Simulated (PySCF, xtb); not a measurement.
Se(OH)(SH) (H2OSSe), SMILES O[Se]S.

Geometry optimised at PBE-D3(BJ)/def2-TZVP. One conformer was computed; it need not be the lowest.

Level of theory: PySCF with IEF-PCM-PBE0/def2-SVP.

The values are the electrostatic part of the solvation free energy, E(continuum) − E(gas) at the gas-phase geometry, in a cavity of scaled van der Waals radii (PySCF's table); cavitation and dispersion terms are not included. In vacuum the orbital gap is 5.93 eV. The dipole moment in vacuum is 0.56 D.

Problem. Estimate the values in water (ε = 78.36), acetonitrile (ε = 35.69), tetrahydrofuran (ε = 7.43). (Estimate from the structure and the level; the computed values follow.)

Solution. 
```tsv
solvent	ε	ΔG(elec) (kcal/mol)	dipole (D)	gap (eV)
water	78.36	-5.4	0.64	5.98
acetonitrile	35.69	-5.3	0.64	5.98
tetrahydrofuran	7.43	-4.4	0.62	5.97
```

For comparison, GFN2-xTB/ALPB(water) (xtb, at the GFN2-xTB geometry, all terms of that model) gives -4.4 kcal/mol.
